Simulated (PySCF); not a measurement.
W(O)(NH)(Cl)2 (Cl2HNOW), SMILES [NH]=[W]([Cl])([Cl])=[O], multiplicity 1.

Geometry: PBE-D3(BJ)/def2-SVP. The multiplicity is an assumed one; no other spin state was optimised. The structure was generated by enumeration; whether it is a known compound was not checked. The def2 effective core potentials stand for the cores of W; spin–orbit coupling is left out.

These are TDDFT-B3LYP/def2-SVPD (PySCF) values and carry that method's errors.

Vertical excitations. Isolated molecule, no solvent. State labels are in the subgroup Cs.

```json
[
 {"state": "S1", "symmetry": "A'", "energy (eV)": "4.22", "λ (nm)": "294", "f": "0.008", "main pairs": "HOMO→LUMO 92 %"},
 {"state": "S2", "symmetry": "A\"", "energy (eV)": "4.30", "λ (nm)": "288", "f": "0.005", "main pairs": "HOMO−1→LUMO 92 %"},
 {"state": "S3", "symmetry": "A\"", "energy (eV)": "4.64", "λ (nm)": "267", "f": "0.003", "main pairs": "HOMO→LUMO+1 88 %"},
 {"state": "S4", "symmetry": "A\"", "energy (eV)": "5.07", "λ (nm)": "244", "f": "0.016", "main pairs": "HOMO−2→LUMO 83 %"},
 {"state": "S5", "symmetry": "A\"", "energy (eV)": "5.09", "λ (nm)": "244", "f": "0.000", "main pairs": "HOMO→LUMO+2 92 %"},
 {"state": "S6", "symmetry": "A'", "energy (eV)": "5.20", "λ (nm)": "238", "f": "0.006", "main pairs": "HOMO−1→LUMO+1 76 %, HOMO−1→LUMO+2 19 %"},
 {"state": "S7", "symmetry": "A'", "energy (eV)": "5.31", "λ (nm)": "234", "f": "0.000", "main pairs": "HOMO−3→LUMO 88 %"},
 {"state": "S8", "symmetry": "A'", "energy (eV)": "5.64", "λ (nm)": "220", "f": "0.001", "main pairs": "HOMO−5→LUMO 81 %"},
 {"state": "S9", "symmetry": "A'", "energy (eV)": "5.65", "λ (nm)": "219", "f": "0.003", "main pairs": "HOMO→LUMO+3 44 %, HOMO−2→LUMO+1 29 %, HOMO−1→LUMO+2 17 %"},
 {"state": "S10", "symmetry": "A\"", "energy (eV)": "5.76", "λ (nm)": "215", "f": "0.023", "main pairs": "HOMO−4→LUMO 63 %, HOMO−3→LUMO+1 23 %"},
 {"state": "T1", "symmetry": "A'", "energy (eV)": "3.66", "λ (nm)": "339", "f": "0", "main pairs": "HOMO→LUMO 92 %"},
 {"state": "T2", "symmetry": "A\"", "energy (eV)": "3.99", "λ (nm)": "311", "f": "0", "main pairs": "HOMO−1→LUMO 81 %"},
 {"state": "T3", "symmetry": "A'", "energy (eV)": "4.24", "λ (nm)": "292", "f": "0", "main pairs": "HOMO−1→LUMO+1 55 %, HOMO−1→LUMO+2 30 %"},
 {"state": "T4", "symmetry": "A\"", "energy (eV)": "4.30", "λ (nm)": "288", "f": "0", "main pairs": "HOMO→LUMO+1 72 %, HOMO−1→LUMO 16 %"}
]
```
Triplets are in the Tamm–Dancoff approximation, which puts them higher than full response would, so one can lie above its singlet here.
